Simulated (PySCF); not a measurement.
Species: `CCC(C)=C=PC1CC1`. The columns A, B, C and D hold Mulliken, IAO, Hirshfeld and ESP-fitted charges (e) of one PBE0/pcSseg-1 density (PySCF), in a shuffled order. Coordinates in Å (GFN2-xTB); the density's dipole moment is (-0.96, 0.76, -1.22) D.

```
atom       x       y       z       A       B       C       D
  C1  -3.202  -0.967   0.741  -0.412  -0.107  -0.275  -0.115
  C2  -2.314  -0.347  -0.338  -0.249  +0.043  -0.167  -0.061
  C3  -1.244   0.521   0.282  +0.007  +0.089  -0.375  +0.012
  C4  -1.643   1.928   0.625  -0.416  -0.513  -0.150  -0.111
  C5  -0.039   0.070   0.492  -0.307  -0.104  -0.219  -0.093
  P6   1.399  -0.578   0.925  +0.349  -0.131  +0.402  +0.078
  C7   2.395  -0.196  -0.591  -0.314  +0.081  -0.478  -0.093
  C8   3.468  -1.164  -1.007  -0.288  -0.344  -0.194  -0.092
  C9   3.848   0.154  -0.422  -0.288  -0.316  -0.195  -0.093
 H10  -3.701  -0.196   1.325  +0.135  +0.029  +0.111  +0.038
 H11  -3.961  -1.599   0.288  +0.143  +0.031  +0.117  +0.043
 H12  -2.601  -1.573   1.415  +0.147  +0.042  +0.124  +0.040
 H13  -1.848  -1.145  -0.917  +0.149  +0.012  +0.126  +0.041
 H14  -2.925   0.259  -1.011  +0.136  +0.031  +0.116  +0.042
 H15  -0.840   2.443   1.146  +0.158  +0.158  +0.124  +0.045
 H16  -2.528   1.921   1.261  +0.147  +0.171  +0.121  +0.047
 H17  -1.885   2.480  -0.284  +0.151  +0.150  +0.128  +0.048
 H18   1.845   0.310  -1.375  +0.154  +0.070  +0.150  +0.040
 H19   3.619  -2.048  -0.403  +0.147  +0.166  +0.133  +0.043
 H20   3.623  -1.329  -2.063  +0.152  +0.145  +0.134  +0.049
 H21   4.257   0.166   0.578  +0.147  +0.160  +0.133  +0.043
 H22   4.267   0.910  -1.070  +0.152  +0.138  +0.134  +0.049
```

Q: Which column most likely holds the ESP-fitted charges?

A: B. Σ q r misses the density's dipole by 0.12 D (B), 1.43 D (D), 2.11 D (A), 2.73 D (C). Charges fitted to the outside potential are the only set here that is tied to the molecule's multipoles.

Q: And the Hirshfeld charges?

A: D. The mean sizes are 0.060 e (D), 0.138 e (B), 0.187 e (C), 0.207 e (A), and Hirshfeld charges are commonly the smallest of these schemes.

As computed, A = IAO, B = ESP-fitted, C = Mulliken, D = Hirshfeld. Hydrogens on carbon: IAO +0.14 to +0.16, ESP-fitted +0.01 to +0.17, Mulliken +0.11 to +0.15, Hirshfeld +0.04 to +0.05 e.

The Mulliken scheme gives each basis function's population to the atom it is centred on and halves the overlap population of two atoms between them. The IAO scheme projects the occupied orbitals on a minimal set of polarised atomic orbitals and counts the electrons in each atom's part of it.

Isolated species at its GFN2-xTB geometry (one conformer only).

These values come from a run that also computed NMR shieldings. Hardware: one thread of an Arm Neoverse V1, on a shared host. Cost: 42 s of wall time.

The values belong to the conformer `[CH3:1][CH2:2][C:3]([CH3:4])=[C:5]=[P:6][CH:7]1[CH2:8][CH2:9]1`: C1–C2–C3–C4 -84°, C5–P6–C7–C8 -147°.
